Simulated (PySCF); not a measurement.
pyridine-3-carbonitrile (C6H4N2), SMILES c1c(C#N)cccn1.

The structure is a stationary point at PBE-D3(BJ)/def2-SVP.

Method: PySCF with TDA-PBE/def2-SVPD.

Vertical excitations. Isolated molecule, no solvent. State labels are in the subgroup Cs.

Task: List the lowest excited states. (An estimate is asked for; the answer gives what the named calculation found.)

Result: 
```
state  symmetry  energy (eV)  λ (nm)      f                                                                  main pairs
-----  --------  -----------  ------  -----  --------------------------------------------------------------------------
S1           A"         3.68     337  0.000                                                              HOMO→LUMO 96 %
S2           A"         4.31     288  0.003                                                            HOMO→LUMO+1 96 %
S3           A'         4.90     253  0.030  HOMO−1→LUMO+1 41 %, HOMO−2→LUMO 24 %, HOMO−1→LUMO 24 %, HOMO−2→LUMO+1 10 %
S4           A'         5.53     224  0.171    HOMO−1→LUMO 46 %, HOMO→LUMO+2 24 %, HOMO−1→LUMO+1 13 %, HOMO−2→LUMO 10 %
S5           A"         5.62     221  0.000                                                            HOMO−3→LUMO 99 %
S6           A'         5.99     207  0.105                                          HOMO→LUMO+2 65 %, HOMO−2→LUMO 14 %
S7           A"         6.00     207  0.003                                                            HOMO−4→LUMO 92 %
S8           A"         6.08     204  0.000                                                          HOMO−3→LUMO+1 98 %
S9           A'         6.20     200  0.121   HOMO−2→LUMO 27 %, HOMO−1→LUMO+1 25 %, HOMO−5→LUMO+1 20 %, HOMO−5→LUMO 9 %
S10          A"         6.31     196  0.000                                                          HOMO−4→LUMO+1 95 %
T1           A"         3.43     361      0                                                              HOMO→LUMO 94 %
T2           A'         3.65     340      0                                                            HOMO−1→LUMO 90 %
T3           A"         3.86     322      0                                                            HOMO→LUMO+1 94 %
T4           A'         4.29     289      0                                                          HOMO−1→LUMO+1 86 %
```
Triplets are in the Tamm–Dancoff approximation.
